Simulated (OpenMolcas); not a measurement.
**W: effect of the active space**

```yaml
Program: OpenMolcas 26.06
Method: CASSCF
Basis: ANO-R2
Scalar_Hamiltonian: X2C, finite nucleus
Spin-orbit_coupling: RASSI with atomic mean-field integrals over the reference wave functions, term energies averaged over their components
```

A. 4 electrons in 5 orbitals (5d); 2S+1 = 5 even, 5 roots; 2S+1 = 3 even, 45 roots; 2S+1 = 1 even, 50 roots (49 in the spin-orbit step); cost about 30 core-seconds
B. 6 electrons in 6 orbitals (5d 6s); 2S+1 = 7 even, 1 root; 2S+1 = 5 even, 30 roots; 2S+1 = 3 even, 67 roots; 2S+1 = 1 even, 35 roots; cost about 60 core-seconds

Energies in cm-1 above 5d4 6s2 5D0, the measured ground level; measured values from NIST Handbook of Basic Atomic Spectroscopic Data.

```csv
Level,A,B,Measured
5d4 6s2 5D0,0.0,0.0,0.0
5d4 6s2 5D1,1473,1371,1670
5d4 6s2 5D2,3254,2820,3326
5d4 6s2 5D3,5012,4156,4830
5d4 6s2 5D4,6655,5378,6219
5d4 6s2 3H6,19037,18062,
5d4 6s2 1I6,26782,24574,
5d4 6s2 1S0 [54 %],31967,21024,
```

B puts 5d5 6s 7S3 lowest.

Deviations, from unrounded energies. A percentage is the sum of absolute deviations over the sum of measured energies, with the sign that they share, or ± where signs differ.

```json
{"Against measurement": "mean absolute deviation (cm-1)", "Levels": "4", "A": "220", "B": "580"}
{"Against measurement": "fine structure of the ground term (%)", "Levels": "4", "A": "±5.5", "B": "-14.5"}
```

A lies closest to measurement on these levels. The largest miss of A in the table is 5d4 6s2 5D4, by +440 cm-1. The ranking rests on the paired levels alone, and a cruder setting can come out closer through cancelling errors.

The spin-orbit steps hold different terms of 5d4 6s2 (B lacks a 1D, a 1G, a 3F, a 3P), which shifts levels as well.

Between A and B the level of the table that moves most is 5d4 6s2 1S0 [54 %], by 11000 cm-1 (lowest in B, highest in A).

Without dynamic correlation excited terms often stand tens of per cent too high (terms of higher spin than the ground term too low), and those without a measured partner can miss by more than the paired ones. Some high roots are left out of the spin-orbit mixing, which shifts the levels that they would mix with (holds for A). With the s shell closed, the reference lacks s² → p², s² → d² and s → d mixing, so excited terms can stand far too high and out of order, with CASPT2 too (holds for A). The lowest computed level is not the ground level that NIST lists (5D0) (holds for B). Configurations are named by rounded mean occupations; where the s occupation lies near a half they are strongly mixed, a name can repeat and a true partner stay unpaired (holds for B). Measured partners are found by configuration, term and J. A level has none where our copy of the source lacks it or the pairing is in doubt (some pairs that miss far off the trend of their configuration count as doubtful), and it then counts in no deviation. Levels of configurations outside the active space are missing. Levels that lie high or do not pair safely by name in every column are left out.

A share in square brackets marks a mixed level and gives the weight of the term that names it, the lowest over the columns.
